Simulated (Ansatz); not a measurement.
Cost and result up the ladder for the cluster B2F4 (6 atoms). Total charge 0; singlet. Geometry: PBE0-D4/def2-SVP.

```xyz
6

B     0.415    0.186   -0.732
B    -0.414   -0.186    0.732
F    -1.654    0.208    0.943
F     0.262   -0.545   -1.817
F     0.159   -0.879    1.695
F     1.233    1.215   -0.821
```

Ansatz on 4 threads of Arm Neoverse V1 on a shared host. Times are rough, and most runs start from the orbitals of an earlier one. PBE0-D4/def2-TZVP serves as the yardstick here, not as an exact answer. Binding counts from free atoms at the same level (B doublet, F doublet; other spins of the atoms weren't run), without zero-point energy or a counterpoise term.

Correlated methods freeze 6 core orbitals. The structure comes from a short search, and lower isomers may exist.

Correlated methods converge slowly with the basis.

| level | functions | binding energy per atom (eV) | difference from PBE0-D4/def2-TZVP (eV) |
| --- | --- | --- | --- |
| r2SCAN-D4/def2-TZVP | 186 | 5.10 | 0.05 |
| PBE0-D4/def2-TZVP | 186 | 5.05 | 0.00 |
| B97M-V/def2-TZVP | 186 | 5.07 | 0.02 |
| PBE-D4/def2-TZVP (with forces) | 186 | 5.22 | 0.17 |
| r2SCANh-D4/def2-TZVP | 186 | 5.04 | -0.01 |
| CCSD(T)/def2-TZVPP | 186 | 4.91 | -0.14 |

(1) Estimate how long each takes.

Answers

(1) PBE-D4/def2-TZVP (with forces) 1.1 s; PBE0-D4/def2-TZVP 1.5 s; r2SCAN-D4/def2-TZVP 2 s; r2SCANh-D4/def2-TZVP 2.3 s; B97M-V/def2-TZVP 4.7 s; CCSD(T)/def2-TZVPP 59 s. On shared hardware such times vary by a factor of up to 3.
